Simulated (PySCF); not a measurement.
Fine-structure interval along the 5-electron series

Calculated with PySCF 2.14 and a two-component X2C-1e Hamiltonian (Gaussian nucleus, no Breit or QED terms), each ion in its own even-tempered basis scaled to its charge; GMP2 freezes nothing and drops the highest virtual spinors. Values in cm⁻¹.

```tsv
ion	configuration	GHF (screened spin-orbit)	GMP2 (screened spin-orbit)	GHF (bare spin-orbit)
Os⁷¹⁺	[He] 2s2 2p1	13455000	13435000	13865000
Pt⁷³⁺	[He] 2s2 2p1	15162000	15141000	15615000
```

Task: Fill in the row of Ir⁷²⁺.

Result: configuration: [He] 2s2 2p1; GHF (screened spin-orbit): 14287000; GMP2 (screened spin-orbit): 14266000; GHF (bare spin-orbit): 14718000.
